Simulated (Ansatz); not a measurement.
`BO[SiH2][GeH3]` and `BO[SiH2][GeH2][F]` differ in one atom or group.

Ansatz, PBE0-D4/def2-TZVP geometries, multiplicity 1. Each molecule was computed in one conformer, which needn't be the lowest.

Scalar relativity is left out up to krypton.

```
                                      property  `BO[SiH2][GeH3]`
             HOMO energy (PBE/def2-TZVPP) / eV             -6.81
            LUMO energy (PBE0/def2-TZVPP) / eV             -0.70
size of the dipole moment (PBE/def2-TZVPP) / D              0.86
         HOMO energy (ωB97M-V/def2-TZVPP) / eV            -10.17
         HOMO–LUMO gap (B3LYP/def2-TZVPP) / eV              6.90
       HOMO–LUMO gap (ωB97M-V/def2-TZVPP) / eV             11.32
```

Give the same properties after the change, and the shifts. (Best estimate.)

The calculation gave: 
| property | `BO[SiH2][GeH2][F]` | shift |
| --- | --- | --- |
| HOMO energy (PBE/def2-TZVPP) / eV | -7.17 | -0.36 |
| LUMO energy (PBE0/def2-TZVPP) / eV | -0.92 | -0.22 |
| size of the dipole moment (PBE/def2-TZVPP) / D | 2.39 | 1.53 |
| HOMO energy (ωB97M-V/def2-TZVPP) / eV | -10.43 | -0.26 |
| HOMO–LUMO gap (B3LYP/def2-TZVPP) / eV | 7.05 | 0.15 |
| HOMO–LUMO gap (ωB97M-V/def2-TZVPP) / eV | 11.33 | 0.01 |

With PBE0 the HOMO falls by 0.31 eV and the LUMO falls by 0.22 eV, so the gap widens by about 0.09 eV. PBE moves the HOMO by -0.36 eV and ωB97M-V by -0.26 eV. Dipoles are sizes alone; their direction can turn.

B3LYP here is the variant with VWN-RPA as its local correlation; programs differ in this.
